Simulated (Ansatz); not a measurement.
A structure relaxed at PBE0-D4/def2-TZVP, charge 0, multiplicity 1:

```xyz
10

N    -0.0183   -1.4812    0.3122
C     0.2472   -0.1504    0.6667
F    -0.5953    0.3248    1.7037
Ge    0.0264    1.0626   -0.8868
H    -0.9409   -1.6173   -0.0767
H     0.1371   -2.1364    1.0673
H     1.2613   -0.0791    1.0682
H    -1.3066    0.7091   -1.5693
H     0.0053    2.5215   -0.4122
H     1.1838    0.8464   -1.8731
```

Question: Give its formula and SMILES.

Answer: CH6FGeN, `N[CH](F)[GeH3]`.

Question: Summarise the bond lengths by kind.

Answer: 1 × C–N 1.403 Å; 2 × H–N 1.010 to 1.012 Å; 1 × C–F 1.418 Å; 1 × C–Ge 1.983 Å; 1 × C–H 1.093 Å; 3 × Ge–H 1.534 to 1.539 Å.

Results of the Gaussian-basis code of Ansatz.
